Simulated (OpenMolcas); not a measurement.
**Ta2+: moving or changing the point charges**

Ta2+ among 3 point charges of -1 e arranged as a planar triangle (D3h), 2.17 Å from the ion.

```
Program             : OpenMolcas
Method              : SS-CASPT2, IPEA 0.25 Eh, imaginary shift 0.1 Eh (closed shells correlated: 4f 5s 5p)
Basis               : ANO-RCC-VDZP [7s6p4d2f1g]
Scalar Hamiltonian  : DKH2, point nucleus
Active space        : 3 electrons in 5 orbitals (5d)
State averaging     : 2S+1 = 4 even, 10 roots; 2S+1 = 2 even, 40 roots
Spin-orbit coupling : state interaction with AMFI integrals over the reference wave functions
```

Runs around this geometry, states (labels of D3, the rotations of D3h). Energies in cm-1 above the lowest state or level, χT in cm3 K/mol.

| R (Å) | q (e) | Ground state | First state of that spin | First gap with spin-orbit (degeneracies) | χT at 300 K | First state of another spin |
| --- | --- | --- | --- | --- | --- | --- |
| 2.17 | -0.5 | 4A2 | 4A1 570 | 950 (2, 2) | 0.110 | 2E 7040 |
| 2.17 | -1 | 4A2 | 4A1 4570 | 81 (2, 2) | 1.093 | 2E 8470 |
| 2.35 | -1 | 4A2 | 4A1 2900 | 200 (2, 2) | 0.529 | 2E 8540 |

Taking the first state of the same spin as R^-n, n = -ln(2900 / 4570) / ln(2.35 / 2.17) = 5.7 between the shortest and longest distance.

Scaling the charges by -0.5 / -1 = 0.50 scales the first state of the same spin by 570 / 4570 = 0.12; with fixed orbitals a first-order splitting would follow the charge.

Roots that are degenerate in the reference are averaged as groups; the widest CASPT2 spread within a group is 110 cm-1 (the 2-fold group of multiplicity 4 near 13500 cm-1 above the lowest state of its run, R = 2.17, q = -1). Shifts and gaps below about the spread of the groups concerned are not significant. Free-ion shares, where given, are those of the reference states; single-state CASPT2 does not remix them. Spin-orbit coupling mixes the spin-free states strongly: the lowest level takes only 38 % from its leading state, 4A1, which lies 572 cm-1 above the lowest spin-free state (figures for R = 2.17, q = -0.5; the like holds for R = 2.35, q = -1). The ground term spreads over less than 5000 cm-1, several times less than with real ligands, so orbital moments are less quenched and χT lies further from the spin-only value than at real sites (holds for R = 2.17, q = -0.5). Point charges carry no covalency, so the field is a model and not that of real ligands. No measured value stands beside these numbers.
